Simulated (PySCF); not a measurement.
CH₈N₂OSi, SMILES N([Si@H](O)N)C.

Geometry: ωB97X-D3(BJ)/def2-SVP. The structure was generated by enumeration; whether it is a known compound was not checked. The values are those of a single conformer.

Computed with PBE/def2-TZVP (PySCF).

The molecule is in vacuum.

```
Item                                                                                                           Result
---------------------------------------------------------------------------------------------  ----------------------
total energy                                                                                       -516.92919 hartree
highest occupied level                                                                                       -5.35 eV
lowest empty level                                                                                            0.23 eV
orbital gap                                                                                                   5.58 eV
dipole moment                                                                                                  0.83 D
quadrupole, principal values (traceless, Buckingham form, about the centre of nuclear charge)   -8.39, 1.28, 7.10 D·Å
mean static polarisability                                                                       58.8 bohr³ (8.71 Å³)
polarisability, principal values                                                               51.1, 57.0, 68.2 bohr³
```
